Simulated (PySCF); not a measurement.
PySCF input file for Zn(Me)2 (C2H6Zn), SMILES [CH3][Zn][CH3], PBE-D3(BJ)/def2-SVP. Geometry optimised at PBE-D3(BJ)/def2-SVP. The isomer is the one that the SMILES or the coordinates give; other isomers of the formula were not compared.

```python
import numpy as np
from pyscf import gto, scf, dft, df
from pyscf.hessian import thermo

mol = gto.M(
    atom='''
    Zn    0.00000000    0.00000000    0.00000000
    C     0.00000000    0.00000000   -1.94711157
    H    -0.90167021   -0.50491391   -2.35302024
    H     0.88810338   -0.52841236   -2.35302024
    H     0.01356684    1.03332627   -2.35302023
    C    -0.00000000   -0.00000000    1.94711157
    H    -0.90167022    0.50491391    2.35302024
    H     0.88810338    0.52841235    2.35302024
    H     0.01356683   -1.03332626    2.35302023
    ''',
    basis='def2-SVP',
    charge=0,
    spin=0,
    max_memory=1600,
    verbose=3,
)
mf = dft.RKS(mol, xc='pbe').density_fit(auxbasis='def2-universal-jkfit')
mf.disp = 'd3bj'
mf.grids.level = 3
mf.conv_tol = 1e-11
mf.max_cycle = 100
mf.kernel()

# analytic Hessian; the response equations are solved on a coarser grid
h, args, fine = mf.Hessian(), (mf.mo_energy, mf.mo_coeff, mf.mo_occ), mf.grids
h.max_memory = max(150, 2.5e-5 * df.make_auxmol(mol, mf.with_df.auxbasis).nao * mol.nelec[0] * (mol.nelec[0] + mol.nao))  # MB; small integral blocks
h1ao = h.make_h1(mf.mo_coeff, mf.mo_occ)
mf.grids = dft.Grids(mol).set(level=1).build(with_non0tab=True)
mo1, mo_e1 = h.solve_mo1(*args, h1ao)
mf.grids = fine
hess = h.hess_elec(*args, mo1, mo_e1, h1ao) + h.hess_nuc()
if mf.do_disp():
    hess += h.get_dispersion()
for i in range(mol.natm):  # the analytic DFT Hessian lacks the response of the grid: restore translational invariance
    hess[i, i] -= hess[i].sum(axis=0)
hess = (hess + hess.transpose(1, 0, 3, 2)) / 2
vib = thermo.harmonic_analysis(mol, hess, imaginary_freq=False)
thermo.dump_normal_mode(mol, vib)
th = thermo.thermo(mf, vib['freq_au'][vib['freq_au'] > 0], 298.15, 101325)
thermo.dump_thermo(mol, th)
g0 = mf.nuc_grad_method().set(verbose=0).kernel()

# dipole derivatives [dipole axis, atom, xyz] from the same response
r, irp = mol.intor('int1e_r'), mol.intor('int1e_irp').reshape(3, 3, mol.nao, mol.nao)
sl, dm0, ok = mol.aoslice_by_atom(), np.array(mf.make_rdm1()), []
dmu = np.einsum('a,xt->xat', mol.atom_charges(), np.eye(3))
for a, (_, _, p0, p1) in enumerate(sl):
    dmu[:, a] += 2 * np.einsum('xtij,ij->xt', irp[:, :, :, p0:p1], dm0.reshape(-1, mol.nao, mol.nao).sum(0)[:, p0:p1])
    for u, c, occ, f in [(mo1, mf.mo_coeff, mf.mo_occ, 4)]:
        dmu[:, a] -= f * np.einsum('tui,xuv,vi->xt', u[a], r, c[:, occ > 0], optimize=True)
L = vib['norm_mode']
ir = 974.8801 * (np.einsum('xat,kat->kx', dmu, L) ** 2).sum(1)       # km/mol
apt = np.einsum('xax->a', dmu) / 3
print('mode   freq/cm-1   IR/(km/mol)')
for k, w in enumerate(vib['freq_wavenumber']):
    print(f'{k + 1:4d} {w:11.2f} {ir[k]:13.3f}')
print('max |gradient| / (hartree/bohr):', abs(g0).max())
print('APT charges:', apt.round(4))
```

Program output:

```
converged SCF energy = -1858.50188852931

WARN: DFTD3 does not support analytical Hessian, using finite difference


WARN: Mole.unit (angstrom) is changed to Bohr

Mode                                 0                   1                   2
Irrep
Freq [cm^-1]                      -24.6066            134.6181            134.6187
Reduced mass [au]                   1.0080              2.8876              2.8876
Force const [Dyne/A]               -0.0004              0.0308              0.0308
Char temp [K]                     -35.4034            193.6855            193.6864
Normal mode                   x     y     z       x     y     z       x     y     z
       0  Zn                 0.00 -0.00 -0.00   -0.01 -0.07 -0.00    0.07 -0.01 -0.00
       1   C                -0.00  0.00 -0.00    0.02  0.13  0.00   -0.13  0.02  0.00
       2   H                 0.20 -0.35  0.00    0.02  0.20 -0.09   -0.19  0.02  0.13
       3   H                 0.21  0.35 -0.00    0.02  0.20 -0.07   -0.19  0.02 -0.15
       4   H                -0.41  0.01 -0.00    0.02  0.19  0.16   -0.20  0.02  0.02
       5   C                -0.00  0.00  0.00    0.02  0.13  0.00   -0.13  0.02 -0.00
       6   H                 0.20  0.35 -0.00    0.02  0.20 -0.06   -0.19  0.02 -0.15
       7   H                 0.21 -0.35  0.00    0.02  0.19 -0.10   -0.19  0.02  0.13
       8   H                -0.41 -0.01  0.00    0.02  0.19  0.16   -0.20  0.02  0.02
Mode                                 3                   4                   5
Irrep
Freq [cm^-1]                      495.9718            593.6390            603.7231
Reduced mass [au]                   3.6727              4.6155              1.1635
Force const [Dyne/A]                0.5323              0.9583              0.2499
Char temp [K]                     713.5930            854.1143            868.6232
Normal mode                   x     y     z       x     y     z       x     y     z
       0  Zn                -0.00  0.00 -0.00   -0.00  0.00 -0.07   -0.00  0.00 -0.00
       1   C                 0.00 -0.00  0.18    0.00 -0.00  0.15   -0.06 -0.05  0.00
       2   H                -0.00 -0.00  0.19   -0.00 -0.00  0.17    0.08  0.10 -0.47
       3   H                 0.00 -0.00  0.19    0.00 -0.00  0.17    0.12  0.13  0.13
       4   H                -0.00  0.00  0.19    0.00  0.01  0.17    0.13  0.08  0.34
       5   C                 0.00  0.00 -0.18   -0.00 -0.00  0.15    0.06  0.05  0.00
       6   H                -0.00  0.00 -0.19    0.00 -0.00  0.17   -0.11 -0.13 -0.15
       7   H                 0.00  0.00 -0.19   -0.00 -0.00  0.17   -0.08 -0.09  0.47
       8   H                -0.00 -0.00 -0.19   -0.00  0.01  0.17   -0.13 -0.08 -0.33
Mode                                 6                   7                   8
Irrep
Freq [cm^-1]                      603.7246            690.2581            690.2592
Reduced mass [au]                   1.1635              1.2921              1.2921
Force const [Dyne/A]                0.2499              0.3627              0.3627
Char temp [K]                     868.6253            993.1277            993.1293
Normal mode                   x     y     z       x     y     z       x     y     z
       0  Zn                 0.00  0.00 -0.00   -0.01 -0.02 -0.00    0.02 -0.01 -0.00
       1   C                -0.05  0.06  0.00    0.06  0.07  0.00   -0.07  0.06  0.00
       2   H                 0.11 -0.13 -0.12   -0.05 -0.10  0.43    0.11 -0.12 -0.17
       3   H                 0.08 -0.10  0.47   -0.10 -0.13 -0.06    0.07 -0.07  0.46
       4   H                 0.12 -0.09 -0.35   -0.10 -0.08 -0.37    0.13 -0.06 -0.29
       5   C                 0.05 -0.06  0.00    0.06  0.07  0.00   -0.07  0.06  0.00
       6   H                -0.08  0.10 -0.46   -0.09 -0.14 -0.08    0.07 -0.07  0.46
       7   H                -0.11  0.13  0.10   -0.05 -0.10  0.43    0.11 -0.12 -0.16
       8   H                -0.12  0.09  0.36   -0.11 -0.08 -0.36    0.13 -0.06 -0.30
Mode                                 9                  10                  11
Irrep
Freq [cm^-1]                     1154.3510           1156.2744           1379.8054
Reduced mass [au]                   1.2070              1.2418              1.0560
Force const [Dyne/A]                0.9476              0.9782              1.1845
Char temp [K]                    1660.8541           1663.6214           1985.2328
Normal mode                   x     y     z       x     y     z       x     y     z
       0  Zn                 0.00 -0.00  0.00   -0.00  0.00 -0.00   -0.00  0.00  0.00
       1   C                -0.00  0.00 -0.09    0.00 -0.00  0.09   -0.00  0.05  0.00
       2   H                -0.13 -0.07  0.34    0.13  0.07 -0.33    0.26 -0.36 -0.10
       3   H                 0.13 -0.08  0.34   -0.13  0.08 -0.33   -0.27 -0.34 -0.11
       4   H                 0.00  0.15  0.34   -0.00 -0.15 -0.33    0.01  0.11  0.21
       5   C                -0.00 -0.00  0.09   -0.00 -0.00  0.09   -0.00 -0.05 -0.00
       6   H                -0.13  0.07 -0.34   -0.13  0.07 -0.33    0.27  0.36  0.10
       7   H                 0.13  0.08 -0.34    0.13  0.08 -0.33   -0.27  0.34  0.11
       8   H                 0.00 -0.15 -0.34    0.00 -0.15 -0.33    0.02 -0.11 -0.21
Mode                                12                  13                  14
Irrep
Freq [cm^-1]                     1379.8221           1382.2655           1382.2815
Reduced mass [au]                   1.0560              1.0505              1.0505
Force const [Dyne/A]                1.1845              1.1826              1.1826
Char temp [K]                    1985.2568           1988.7723           1988.7954
Normal mode                   x     y     z       x     y     z       x     y     z
       0  Zn                -0.00 -0.00  0.00   -0.00  0.00 -0.00   -0.00 -0.00 -0.00
       1   C                -0.05 -0.00  0.00   -0.00  0.04  0.00   -0.04 -0.00  0.00
       2   H                 0.03 -0.26  0.19    0.26 -0.36 -0.10    0.03 -0.26  0.20
       3   H                 0.05  0.28 -0.18   -0.27 -0.33 -0.12    0.05  0.28 -0.19
       4   H                 0.51 -0.01 -0.01    0.02  0.12  0.22    0.50 -0.01 -0.01
       5   C                 0.05 -0.00  0.00    0.00  0.04  0.00   -0.04  0.00 -0.00
       6   H                -0.03 -0.25  0.19   -0.26 -0.36 -0.11    0.03  0.26 -0.20
       7   H                -0.06  0.28 -0.18    0.27 -0.34 -0.12    0.05 -0.28  0.19
       8   H                -0.51 -0.01 -0.01   -0.02  0.12  0.22    0.50  0.01  0.01
Mode                                15                  16                  17
Irrep
Freq [cm^-1]                     2964.9016           2966.3281           3063.6752
Reduced mass [au]                   1.0347              1.0345              1.1010
Force const [Dyne/A]                5.3591              5.3633              6.0886
Char temp [K]                    4265.8333           4267.8857           4407.9464
Normal mode                   x     y     z       x     y     z       x     y     z
       0  Zn                -0.00 -0.00  0.00    0.00  0.00 -0.00   -0.00 -0.00  0.00
       1   C                 0.00  0.00 -0.03    0.00  0.00 -0.03   -0.06  0.00  0.00
       2   H                 0.33  0.18  0.13    0.33  0.18  0.13    0.38  0.22  0.18
       3   H                -0.33  0.19  0.13   -0.32  0.19  0.13    0.38 -0.23 -0.18
       4   H                -0.00 -0.38  0.13   -0.00 -0.38  0.13   -0.01 -0.00  0.00
       5   C                -0.00  0.00 -0.03   -0.00  0.00  0.03   -0.06 -0.00  0.00
       6   H                -0.33  0.18  0.13    0.33 -0.18 -0.13    0.38 -0.22 -0.17
       7   H                 0.32  0.19  0.13   -0.32 -0.19 -0.13    0.38  0.23  0.17
       8   H                 0.00 -0.38  0.13   -0.00  0.38 -0.13   -0.01  0.00 -0.00
Mode                                18                  19                  20
Irrep
Freq [cm^-1]                     3063.6851           3063.8621           3063.8732
Reduced mass [au]                   1.1010              1.1005              1.1005
Force const [Dyne/A]                6.0887              6.0869              6.0869
Char temp [K]                    4407.9608           4408.2153           4408.2313
Normal mode                   x     y     z       x     y     z       x     y     z
       0  Zn                 0.00 -0.00 -0.00   -0.00 -0.00 -0.00    0.00 -0.00  0.00
       1   C                -0.00 -0.06 -0.00    0.06  0.00  0.00   -0.00  0.06 -0.00
       2   H                 0.23  0.12  0.10   -0.39 -0.22 -0.18   -0.21 -0.11 -0.09
       3   H                -0.22  0.12  0.10   -0.37  0.23  0.17    0.24 -0.13 -0.11
       4   H                 0.01  0.51 -0.20    0.01 -0.01  0.00   -0.01 -0.51  0.20
       5   C                 0.00 -0.06 -0.00   -0.06 -0.00 -0.00    0.00 -0.06 -0.00
       6   H                -0.23  0.12  0.10    0.37 -0.22 -0.17   -0.24  0.12  0.11
       7   H                 0.22  0.12  0.10    0.39  0.24  0.18    0.21  0.11  0.09
       8   H                -0.01  0.51 -0.20   -0.01  0.02 -0.01   -0.01  0.51 -0.20
temperature 298.1500 [K]
pressure 101325.00 [Pa]
Rotational constants [GHz] 78.24482 3.95480 3.95480
Symmetry number 6
Zero-point energy (ZPE) 0.06827 [Eh]   179248.074 [J/mol]
                           tot       elec      trans        rot        vib
Entropy [J/mol/K]       283.233      0.000    165.599     81.708     35.926
Cv [J/mol/K]             70.173      0.000     12.472     12.472     45.229
Cp [J/mol/K]             78.487      0.000     20.786     12.472     45.229
Internal energy [J/mol]                      3718.434   3718.434 185425.580
Internal energy [Eh]   -1858.42843  -1858.50189
Enthalpy [J/mol]                             6197.391   3718.434 185425.580
Enthalpy [Eh]          -1858.42749
Gibbs free energy [J/mol]                  -43176.040 -20642.804 174714.260
Gibbs free energy [Eh] -1858.45965
mode   freq/cm-1   IR/(km/mol)
   1      -24.61         0.000
   2      134.62         2.031
   3      134.62         2.030
   4      495.97         0.000
   5      593.64        44.542
   6      603.72         0.000
   7      603.72         0.000
   8      690.26        61.043
   9      690.26        61.044
  10     1154.35         0.000
  11     1156.27         4.585
  12     1379.81         0.001
  13     1379.82         0.001
  14     1382.27         2.861
  15     1382.28         2.860
  16     2964.90        24.443
  17     2966.33         0.000
  18     3063.68        18.506
  19     3063.69        18.496
  20     3063.86         0.013
  21     3063.87         0.006
max |gradient| / (hartree/bohr): 3.153550964964454e-05
APT charges: [ 0.6912 -0.3125 -0.011  -0.011  -0.0111 -0.3125 -0.011  -0.011  -0.0111]
```

The calculation finished and met its thresholds. The end point has an imaginary mode, so it is no minimum.
